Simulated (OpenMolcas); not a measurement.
**Computed transition rates of Kr3+**

```json
{
  "Program": "OpenMolcas 26.06",
  "Method": "CASSCF",
  "Basis": "ANO-R3 [7s6p5d4f2g1h]",
  "Scalar Hamiltonian": "X2C, finite nucleus",
  "Active space": "3 electrons in 3 orbitals (4p)",
  "State averaging": "2S+1 = 4 odd, 1 root; 2S+1 = 2 odd, 8 roots",
  "Spin-orbit coupling": "state interaction with AMFI integrals over the reference wave functions, term energies averaged over their components"
}
```

Rates come from the transition moments of the reference wave functions (E1 and E2 in the length form). At fixed line strength A goes as λ^-3 for E1 and M1 and as λ^-5 for E2, so a rate at the computed wavelength can be rescaled to the measured one. Measured vacuum wavelengths follow from level energies in Saloman, J. Phys. Chem. Ref. Data 36, 215 (2007). Branching counts decays inside the model space alone, at computed energies, and the table is only a selection of the E2 and M1 lines, drawn from those between levels with measured partners whose computed energy lies within a factor of 1.5 of the measured one.

```csv
Upper,Lower,Type,λ computed (nm),λ measured (nm),A computed (s-1),A rescaled (s-1),Branching %
4s2 4p3 2P* 3/2,4s2 4p3 4S* 3/2,M1,250.4,299.4,2.56e+01,,58.3
4s2 4p3 2P* 1/2,4s2 4p3 4S* 3/2,M1,261.4,322,1.20e+01,,64.6
4s2 4p3 2P* 3/2,4s2 4p3 2D* 3/2,M1,556.4,610.9,1.13e+01,,25.7
4s2 4p3 2P* 3/2,4s2 4p3 2D* 5/2,M1,597.3,680,5.27e+00,,12.0
4s2 4p3 2P* 1/2,4s2 4p3 2D* 3/2,M1,613.8,713.3,5.24e+00,,28.2
4s2 4p3 2D* 3/2,4s2 4p3 4S* 3/2,M1,455.2,586.9,2.06e+00,,98.8
4s2 4p3 2P* 3/2,4s2 4p3 2D* 5/2,E2,597.3,680,1.17e+00,6.12e-01,2.7
4s2 4p3 2P* 1/2,4s2 4p3 2D* 3/2,E2,613.8,713.3,8.87e-01,4.19e-01,4.8
4s2 4p3 2P* 3/2,4s2 4p3 2D* 3/2,E2,556.4,610.9,5.73e-01,3.59e-01,1.3
4s2 4p3 2P* 1/2,4s2 4p3 2D* 5/2,E2,664,809.3,4.29e-01,1.59e-01,2.3
4s2 4p3 2D* 5/2,4s2 4p3 4S* 3/2,M1,431.1,534.8,6.28e-02,,47.1
4s2 4p3 2D* 5/2,4s2 4p3 4S* 3/2,E2,431.1,534.8,5.16e-02,,38.7
4s2 4p3 2D* 3/2,4s2 4p3 4S* 3/2,E2,455.2,586.9,2.60e-02,,1.2
4s2 4p3 2D* 5/2,4s2 4p3 2D* 3/2,M1,8124,6014,1.88e-02,4.63e-02,14.1
```

Spin-changing lines and M1 lines between different terms are not rescaled, since their strength hangs on the term gaps too.

The largest correction is for 4s2 4p3 2P* 1/2 → 4s2 4p3 2D* 5/2 (E2): 4.29e-01 × (664 / 809.3)^5 = 1.59e-01 s-1, a factor of 0.37.

No measured rate stands beside these. Rescaling mends the energy factor alone: line strengths can still be far off where a level mixes with configurations outside the active space, and weak or spin-changing lines hang on small mixing coefficients that depend on the term gaps too, so rescaling need not improve them.

With the s shell closed, the reference lacks s² → p² mixing. Measured partners are found by configuration, term and J. A level has none where our copy of the source lacks it or the pairing is in doubt (some pairs that miss far off the trend of their configuration count as doubtful). Levels of configurations outside the active space are missing.

* marks odd parity.
